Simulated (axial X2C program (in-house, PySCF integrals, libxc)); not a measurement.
## Potential curves of MoO⁺, spin-free

Calculated with an axial X2C code built on PySCF integrals. Spin-free means the one-electron spin-free X2C Hamiltonian. Basis: Mo dyall-v3z [11s12p9d3f2g], O dyall-v3z [6s5p2d1f] (cores contracted in-house); Gaussian nuclei, density fitting, unrestricted open shells. Masses: Mo 97.905 u, O 15.995 u.

State: M_S = 3/2, Λ = 0 (beyond evenly filled blocks: σα, δ+α, δ-α). Energies in cm⁻¹ from the fragments at the same level (Mo+ + O). Fits are polynomials in 1 − R0/R over 0.85 to 1.23 times the lowest point R0.

| R (Å) | PBE50 |
| --- | --- |
| 1.4094 | -15064 |
| 1.4742 | -23011 |
| 1.5228 | -26239 |
| 1.5714 | -27689 |
| 1.6200 | -27795 |
| 1.6767 | -26743 |
| 1.7334 | -24975 |
| 1.8063 | -22352 |
| 1.8954 | -19179 |
| 2.0250 | -15023 |

The state is a single determinant with fixed occupations, the lowest that a limited PBE0 search found. De is counted from the lowest determinant-based energies of the atoms at the same level, without counterpoise correction. Other states lie close and PBE0, whose exact exchange favours high spin, may order them wrongly; the determinant shown need not be the ground state. The nearest other spin-free determinant of the search, M_S = 3/2, Λ = 1, lies 0.49 eV up at the distance of the search. The determinant is spin-polarised beyond a pure state at some levels (its spin-free form has ⟨S²⟩ too high), which makes Re and μ there less reliable.

Q: Fit the PBE50 curve near its minimum: give the equilibrium distance, the harmonic wavenumber and the well depth.

A: At PBE50, spin-free: Re = 1.599 Å, ωe ≈ 1080 cm⁻¹, De = 3.46 eV to Mo+ + O; Be follows as 0.479 cm⁻¹.
